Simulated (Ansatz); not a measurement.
SiSe+, multiplicity 2 (lowest of 2S+1 = 2, 4 at CCSD(T)/def2-TZVPP on PBE0 minima; our sources give no spin for the ground state, which may be another), most abundant isotopes (27.9769 and 79.9165 u). Constants from fifth-degree fits in 1/R to seven points on the lowest solution found; no spin–orbit coupling, no relativity up to Kr; ω_e x_e and α_e move by some per cent with the fit.

Correlated levels freeze the inner cores; with def2 sets outer-core shells near the valence are correlated too. CBS: X⁻³ extrapolation of the correlation energy, Hartree–Fock from the larger set.

Programs: Ansatz (a first-principles code) with Gaussian orbitals. 

```
level                                r_e (Å)  ω_e (cm⁻¹)  ω_e x_e (cm⁻¹)  α_e (cm⁻¹)
-----------------------------------  -------  ----------  --------------  ----------
PBE/def2-TZVPP                        2.2321       445.5            1.40    0.000738
CCSD(T)/CBS(def2-TZVPP, def2-QZVPP)   2.1970       474.6            1.47    0.000743
```

**Question.** Derive the rotational constants, the centrifugal constant, the fundamental, the zero-point energy and the force constant.

**Answer.** 
μ = 20.72247 u.
- PBE/def2-TZVPP: B_e = 16.8576/(μ r_e²) = 0.16328 cm⁻¹; B₀ = B_e − α_e/2 = 0.16291 cm⁻¹; D = 4B_e³/ω_e² = 8.77e-08 cm⁻¹; fundamental ω_e − 2ω_e x_e = 443 cm⁻¹; zero-point energy ω_e/2 − ω_e x_e/4 = 222 cm⁻¹; k = μ(2πcω_e)² = 242 N/m
- CCSD(T)/CBS(def2-TZVPP, def2-QZVPP): B_e = 16.8576/(μ r_e²) = 0.16854 cm⁻¹; B₀ = B_e − α_e/2 = 0.16817 cm⁻¹; D = 4B_e³/ω_e² = 8.50e-08 cm⁻¹; fundamental ω_e − 2ω_e x_e = 472 cm⁻¹; zero-point energy ω_e/2 − ω_e x_e/4 = 237 cm⁻¹; k = μ(2πcω_e)² = 275 N/m
